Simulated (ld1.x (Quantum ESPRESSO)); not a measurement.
## How hard is this chromium (Cr) PAW potential?

```json
{
 "Element": "Cr",
 "Generator": "ld1.x (Quantum ESPRESSO) 7.5",
 "Type": "PAW",
 "Functional": "PBEsol",
 "Relativity": "scalar-relativistic",
 "Frozen core": "[Ne]",
 "Valence charge": "14",
 "Reference configuration": "3s2 3p6 3d5 4s1 4p0",
 "Partial waves": "3s (bound): rcut 1.20, rcutus 1.40 bohr; 4s (bound): rcut 1.20, rcutus 1.40 bohr; 3p (bound): rcut 1.35, rcutus 1.40 bohr; 4p (bound, empty): rcut 1.35, rcutus 1.40 bohr; 3d (bound): rcut 1.35, rcutus 1.65 bohr; 3d channel at 2 Ry: rcut 1.35, rcutus 1.65 bohr",
 "Local potential": "all-electron potential smoothed inside 1.35 bohr (lloc = -1)",
 "Core correction": "Bessel-smoothed model core inside 0.90 bohr",
 "Augmentation charge": "BESSEL, radius 1.05 bohr"
}
```

The pseudo-atom Hamiltonian at the reference potential is diagonalised in spherical Bessel functions j_l(qr) that vanish at 20 bohr, with q² up to the cutoff. All-electron valence levels (Ry): 3s -5.4221, 4s -0.2951, 3p -3.3322, 4p -0.0701, 3d -0.2152.

Problem. How do the lowest levels (Ry) of each channel move with the cutoff, and are there ghosts?

Solution.

```
cutoff (Ry)     s #1     s #2    s #3     p #1     p #2     d #1    d #2    f #1    f #2  Σ f·Δε (mRy)
          8  -5.0044  -0.2401  0.0139  -2.0919  -0.0295   0.0478  0.1150  0.1062  0.2301        9647.7
         12  -5.2931  -0.2673  0.0105  -2.7519  -0.0447   0.0105  0.0696  0.1062  0.2301        4896.9
         21  -5.4128  -0.2860  0.0083  -3.2305  -0.0592  -0.1681  0.0573  0.1062  0.2301         874.1
         30  -5.4213  -0.2913  0.0076  -3.3186  -0.0648  -0.2070  0.0567  0.1062  0.2301         128.6
         45  -5.4218  -0.2949  0.0072  -3.3315  -0.0690  -0.2148  0.0565  0.1062  0.2301           7.3
         55  -5.4220  -0.2951  0.0072  -3.3316  -0.0699  -0.2150  0.0565  0.1062  0.2301           5.2
         80  -5.4221  -0.2951  0.0072  -3.3322  -0.0701  -0.2152  0.0565  0.1062  0.2301           0.7
        100  -5.4221  -0.2952  0.0072  -3.3322  -0.0701  -0.2152  0.0565  0.1062  0.2301           0.4
        400  -5.4221  -0.2952  0.0072  -3.3322  -0.0701  -0.2153  0.0565  0.1062  0.2301           0.0
```

Result: no extra level below or beside the all-electron valence levels (s, p, d, f tested); 10 mRy is reached at 45 Ry and 1 mRy at 80 Ry.
